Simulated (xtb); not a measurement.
C₃H₇NOSi, SMILES C[C@H]1OC=N[SiH2]1. All values are semi-empirical tight-binding results from xtb (GFN2-xTB unless named), good for trends rather than for accurate numbers. Geometry optimised at GFN2-xTB. The structure was generated by enumeration; whether it is a known compound was not checked. One conformer was computed; it need not be the lowest.

Optimised geometry:

```xyz
13

C      1.9581    -0.8424    -0.0415
C      0.7136    -0.2815     0.6282
O      0.6615     1.1457     0.3927
C     -0.4326     1.5065    -0.2476
N     -1.3647     0.7217    -0.5951
Si    -0.9757    -0.8948    -0.0974
H      2.0369    -1.9047     0.1740
H      1.8996    -0.7066    -1.1195
H      2.8537    -0.3399     0.3211
H      0.8004    -0.3982     1.7122
H     -0.4736     2.5705    -0.4568
H     -1.8595    -1.4058     0.9423
H     -0.7721    -1.8011    -1.2199
```

- orbital gap = 3.90 eV
- dipole moment = 1.82 D
- zero-point energy = 60.3 kcal/mol
- G − E(el) at 298.15 K (modified RRHO) = 41.3 kcal/mol
- static polarisability (D4 model) = 73.2 bohr³
- solvation energy, GFN2-xTB/ALPB(water) = -1.7 kcal/mol
- solvation energy, GFN2-xTB/ALPB(octanol) = -3.8 kcal/mol

Computed atomic charges and the Wiberg bond orders between heavy atoms:
charges (e) C1 -0.11, C2 -0.01, O3 -0.27, C4 0.22, N5 -0.38, Si6 0.50, H7 0.04, H8 0.04, H9 0.05, H10 0.02, H11 0.05, H12 -0.08, H13 -0.07. Bond orders C1–C2 1.02, C2–O3 0.93, O3–C4 1.20, C4–N5 1.74, C2–Si6 0.81, N5–Si6 1.09.
